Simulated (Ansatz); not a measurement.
Consider the formal exchange of groups at a C–C bond: `CCC(O)(F)F` + `BC=C` → `BC(=C)CC` + `OC(F)F`.

Computed with Ansatz on PBE0-D4/def2-TZVP structures; ΔE is electronic, products minus reactants. CCSD(T)/CBS adds triple-zeta CCSD(T) − MP2 to the extrapolated MP2 energy (def2 sets, frozen cores). DFT in def2-TZVPP. One conformer a species, not always the lowest.

(1) Is it downhill or uphill in electronic energy at CCSD(T)/CBS, and by how much? (An estimate is asked.)

(2) What do these levels give: PBE-D4, B2PLYP, PBE0, MP2/def2-TZVPP, CCSD/def2-TZVPP, SCS-MP2/def2-QZVPP? (An estimate is asked.)

Largest T1 diagnostic among the species: 0.012.

## Answers

(1) The calculation gave: Uphill: ΔE = +0.23 eV.

(2) Ansatz gave: PBE-D4 0.16, B2PLYP 0.21, PBE0 0.20, MP2/def2-TZVPP 0.16, CCSD/def2-TZVPP 0.22, SCS-MP2/def2-QZVPP 0.19 eV.

In def2-TZVPP, CCSD(T) changes the Hartree–Fock value by −0.07 eV (the triples alone add −0.01 eV) and MP2 by −0.12 eV. The D4 term adds −0.03 eV with B3LYP and −0.02 eV with PBE0; it sums over pairs of atoms, weighted by their polarisabilities, and B3LYP, whose exchange is more repulsive, gets the larger term.

B3LYP here is the variant with VWN-RPA as its local correlation; programs differ in this.
